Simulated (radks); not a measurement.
Q: Spherical quantum dot in the effective-mass picture: electrons in a parabolic well V = omega^2 r^2 / 2 with omega = 4.82, with a point charge +1 (a donor) at the centre, all in effective atomic units (hartree* = m*/eps^2 hartree, bohr* = eps/m* bohr), one dielectric constant everywhere. Method: non-relativistic Kohn-Sham, r2SCAN, spin-polarised, spherical densities, generalised Kohn-Sham scheme; computed with a radial shooting solver with Libxc functionals. Levels are named by radial order and angular momentum (1s, 1p, 1d, 2s, ...), and open shells are averaged over m. Results are scaled to m* = 0.443 and eps = 5.5, for which hartree* = 398.5 meV and bohr* = 0.657 nm. At N = 8 the configuration is 1s2 1p6. Does electron 9 go into 1d up or 2s up?

A: Into 2s up. The total energies of the other choices lie higher by 138 meV (1d up).
